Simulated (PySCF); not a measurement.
Job file and geometry (Å, from GFN2-xTB) of an NMR shielding run on `CC/C=P\N(CC)CC`, C₇H₁₆NP, PySCF, GIAO PBE0/pcSseg-1 NMR shielding, non-relativistic, gas phase; density fitting, a coarse starting grid and PySCF grid level 2 are the driver's defaults:

```
{"job": {"kind": "nmr", "xc": "PBE0", "basis": "pcSseg-1"}, "charge": 0, "multiplicity": 1}
C      2.818152    -1.252707    -0.395738
C      2.094053    -0.246922     0.500578
C      1.850868     1.049819    -0.191758
P      0.408644     1.749641    -0.671612
N     -0.760022     0.551317    -0.209252
C     -0.937565    -0.551499    -1.144884
C     -1.245001    -1.874017    -0.447486
C     -2.018633     1.090101     0.288983
C     -1.772324     2.042550     1.448249
H      3.016424    -2.172879     0.150039
H      3.766435    -0.843535    -0.739010
H      2.214752    -1.492783    -1.268459
H      2.715359    -0.056685     1.382337
H      1.143286    -0.660856     0.836445
H      2.736203     1.619605    -0.448246
H     -1.742037    -0.327921    -1.861540
H     -0.008583    -0.660359    -1.711318
H     -0.464358    -2.118200     0.267395
H     -2.195161    -1.834359     0.078464
H     -1.298028    -2.666611    -1.189939
H     -2.622155     0.247683     0.638232
H     -2.588559     1.600917    -0.502328
H     -1.221447     2.918669     1.107280
H     -1.184488     1.544713     2.215748
H     -2.716749     2.368462     1.876952
```

**Question.** What does the program print?

**Answer.** 
```
coarse grid: 20208 points
cycle   1  E = -671.7370707629  dE =  8.249e-01  |g| = 5.036e-01  |ddm| = 4.356e+00
cycle   2  E = -671.6876831905  dE =  4.939e-02  |g| = 6.576e-01  |ddm| = 1.077e+00
cycle   3  E = -671.7983215551  dE = -1.106e-01  |g| = 1.488e-01  |ddm| = 7.588e-01
cycle   4  E = -671.8043360502  dE = -6.014e-03  |g| = 4.650e-02  |ddm| = 2.000e-01
cycle   5  E = -671.8048200436  dE = -4.840e-04  |g| = 1.929e-02  |ddm| = 5.811e-02
cycle   6  E = -671.8049013330  dE = -8.129e-05  |g| = 4.886e-03  |ddm| = 2.270e-02
cycle   7  E = -671.8049063083  dE = -4.975e-06  |g| = 9.698e-04  |ddm| = 4.979e-03
final grid: 187328 points
cycle   8  E = -671.8586221286  dE = -5.000e-05  |g| = 1.169e-02  |ddm| = 3.431e-02
cycle   9  E = -671.8585817982  dE =  4.033e-05  |g| = 1.681e-02  |ddm| = 2.562e-02
cycle  10  E = -671.8586551169  dE = -7.332e-05  |g| = 3.161e-03  |ddm| = 1.813e-02
cycle  11  E = -671.8586579382  dE = -2.821e-06  |g| = 4.855e-04  |ddm| = 3.530e-03
cycle  12  E = -671.8586579873  dE = -4.910e-08  |g| = 2.304e-04  |ddm| = 7.005e-04
cycle  13  E = -671.8586579982  dE = -1.085e-08  |g| = 4.315e-05  |ddm| = 2.159e-04
cycle  14  E = -671.8586579986  dE = -4.361e-10  |g| = 1.060e-05  |ddm| = 6.680e-05
converged SCF energy = -671.8586579986

GIAO shielding tensors (ppm)
atom      isotropic    diamagn.    paramagn.     s11        s22        s33       span
  0 C      168.713     247.811     -79.097    156.715    163.635    185.790     29.075
  1 C      156.956     249.127     -92.171    134.792    161.778    174.297     39.506
  2 C       -9.544     264.555    -274.098   -226.097     52.072    145.394    371.492
  3 P      -10.630     970.953    -981.583   -299.728     17.983    249.854    549.581
  4 N      189.363     330.909    -141.545    128.386    189.722    249.983    121.597
  5 C      131.674     247.288    -115.614    108.829    115.765    170.429     61.600
  6 C      171.441     248.726     -77.285    151.153    176.884    186.287     35.134
  7 C      140.572     245.202    -104.630    113.518    138.140    170.058     56.540
  8 C      166.129     248.196     -82.067    152.305    163.002    183.080     30.775
  9 H       30.346      29.221       1.125     26.129     27.567     37.342     11.213
 10 H       30.567      28.933       1.634     26.210     28.439     37.051     10.841
 11 H       30.865      31.758      -0.893     26.221     31.323     35.051      8.830
 12 H       29.550      31.081      -1.531     24.917     27.544     36.190     11.273
 13 H       27.806      35.258      -7.452     24.212     26.043     33.164      8.952
 14 H       23.466      33.194      -9.727     17.119     25.096     28.185     11.066
 15 H       28.915      31.615      -2.700     24.140     28.350     34.255     10.115
 16 H       28.994      33.951      -4.957     24.899     29.675     32.407      7.508
 17 H       30.444      32.762      -2.318     25.870     30.071     35.392      9.521
 18 H       30.150      31.282      -1.132     25.196     29.740     35.513     10.317
 19 H       30.850      29.630       1.219     26.888     27.306     38.355     11.467
 20 H       28.745      32.408      -3.663     23.053     29.981     33.201     10.148
 21 H       28.970      30.641      -1.672     24.706     27.622     34.581      9.875
 22 H       30.040      30.439      -0.399     25.209     30.205     34.705      9.496
 23 H       30.582      31.553      -0.972     26.462     29.642     35.642      9.180
 24 H       30.544      27.494       3.049     25.965     27.314     38.351     12.386
```

**Question.** Turn these shieldings into chemical shifts. Chemical shifts δ = σref − σ; TMS for 13C (σ = 186.93 ppm), 1H (σ = 31.72 ppm); H3PO4 for 31P (σ = 318.38 ppm); NH3 for 15N (σ = 267.73 ppm), all at this level.

**Answer.** Averaging equivalent atoms: C 2: 196.5; C 5/7: 50.8; C 1: 30.0; C 0: 18.2; C 6/8: 18.1; P 3: 329.0; N 4: 78.4; H 14: 8.25; H 12/13: 3.04; H 15/16/20/21: 2.81; H 17/18/19/22/23/24: 1.28; H 9/10/11: 1.12 ppm. Experimental scales use liquid or dissolved standards, which lie at an offset from isolated NH3 (liquid NH3: subtract about 20 ppm) and H3PO4.

Size and cost of the density-fitted run: 240 basis functions, of the order of 2.6 core-minutes.
